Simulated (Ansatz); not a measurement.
Isolated molecules relaxed with PBE0-D4/def2-TZVP in Ansatz; ΔE leaves out vibrations. CBS: MP2 limit from def2 TZ/QZ plus the TZ coupled-cluster correction, frozen cores. This one scheme is used for every species. DFT in def2-TZVPP. B3LYP here is the variant with VWN-RPA as its local correlation; programs differ in this. One conformer a species, not always the lowest.

Reaction (formal exchange of groups at the Si–Si bond): `O[SiH](F)[SiH2][SiH3]` + `F[SiH2]Cl` → `F[SiH](Cl)[SiH2][SiH3]` + `O[SiH2]F`

| level | ΔE (kJ/mol) | difference from CCSD(T)/CBS |
| --- | --- | --- |
| PBE-D4 | -4.3 | 1.5 |
| r2SCAN-D4 | -4.5 | 1.3 |
| PBE0-D4 | -5.1 | 0.7 |
| B3LYP-D4 | -5.6 | 0.2 |
| ωB97X-V | -4.7 | 1.1 |
| ωB97M-V | -5.1 | 0.7 |
| B2PLYP | -5.2 | 0.6 |
| PBE | -3.7 | 2.1 |
| r2SCAN | -4.3 | 1.5 |
| PBE0 | -4.5 | 1.3 |
| B3LYP | -4.5 | 1.3 |
| HF/def2-TZVPP | -5.8 | 0.0 |
| MP2/def2-TZVPP | -6.4 | -0.6 |
| SCS-MP2/def2-TZVPP | -6.0 | -0.2 |
| CCSD/def2-TZVPP | -5.3 | 0.5 |
| CCSD(T)/def2-TZVPP | -5.2 | 0.6 |
| HF/def2-QZVPP | -5.7 | 0.1 |
| MP2/def2-QZVPP | -6.7 | -0.9 |
| SCS-MP2/def2-QZVPP | -6.2 | -0.4 |
| HF/CBS(def2) | -5.7 | 0.1 |
| MP2/CBS(def2) | -6.9 | -1.1 |
| CCSD/CBS(def2) | -5.9 | -0.1 |
| CCSD(T)/CBS | -5.8 | 0 |

Largest T1 diagnostic among the species: 0.013.
